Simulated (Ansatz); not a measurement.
Reaction (formal exchange of groups at a Ga–O bond): `[CH3][Ga]([CH3])[O][Ga]([CH3])[CH3]` + `BCl` → `[CH3][Ga]([CH3])[BH]Cl` + `[CH3][Ga]([CH3])[OH]`

Computed with Ansatz on PBE0-D4/def2-TZVP structures; ΔE is electronic, products minus reactants. CCSD(T)/CBS is the MP2 limit (def2-TZVPP, def2-QZVPP) plus CCSD(T) − MP2 in def2-TZVPP, frozen cores. This one scheme is used for every species. For Ga outer-core shells are correlated without core-valence functions, which leaves a few kJ/mol of doubt a bond. Scalar relativity is left out up to krypton. Each species was taken in one conformer, which may not be the lowest.

| species | CCSD(T)/CBS(def2) energy (Eh) |
| --- | --- |
| `[CH3][Ga]([CH3])[O][Ga]([CH3])[CH3]` | -4082.58782 |
| `BCl` | -485.78909 |
| `[CH3][Ga]([CH3])[BH]Cl` | -2488.85797 |
| `[CH3][Ga]([CH3])[OH]` | -2079.48242 |

(1) Work out ΔE.

Largest T1 diagnostic among the species: 0.013.

Answers

(1) ΔE = (-2488.85797) + (-2079.48242) − (-4082.58782) − (-485.78909) = 0.03652 Eh = +95.9 kJ/mol.

The D4 term adds +7.1 kJ/mol with B3LYP and +4.4 kJ/mol with PBE0; it sums over pairs of atoms, weighted by their polarisabilities, and B3LYP, whose exchange is more repulsive, gets the larger term. From PBE to PBE0 (25 % exact exchange), in def2-TZVPP and without D4, ΔE moves by +4.2 kJ/mol. Leaving LDA and LC-ωPBE aside and taking each functional with its dispersion term where it has one, the values, not all of them listed here, spread over 23.9 kJ/mol, from PBE-D4 to BHLYP-D4.

B3LYP here is the variant with VWN-RPA as its local correlation; programs differ in this.
